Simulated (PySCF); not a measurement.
The numbers are results of PBE-D3(BJ)/def2-TZVP // PBE0-D3(BJ)/def2-SVP in PySCF, not measurements. Gas-phase values, no solvent. One relaxed conformer stands for a flexible species; it need not be the lowest. Excitations are Tamm–Dancoff values on a coarser integration grid. The basis has no diffuse functions, so Rydberg states are missing or too high.

Reference species (SMILES): `CO[Si](I)(OC)OC` (neutral, multiplicity 1).

```yaml
S1–T1 gap (TDA): 0.42 eV
HOMO–LUMO gap: 5.72 eV
LUMO: -0.70 eV
HOMO: -6.42 eV
```

Changed species: `CO[Si](I)(I)I` (C–O–Si–I torsion 60°) (3 of 4 OCH3 replaced by I; the reference has 1 of 4 OCH3 replaced by I).

What does the change do to the S1–T1 gap (TDA), HOMO–LUMO gap, LUMO and HOMO?

the S1–T1 gap (TDA) falls by 0.14 eV, to 0.28 eV; the HOMO–LUMO gap falls by 2.06 eV, to 3.66 eV; the LUMO falls by 2.07 eV, to -2.77 eV; the HOMO stays essentially unchanged.
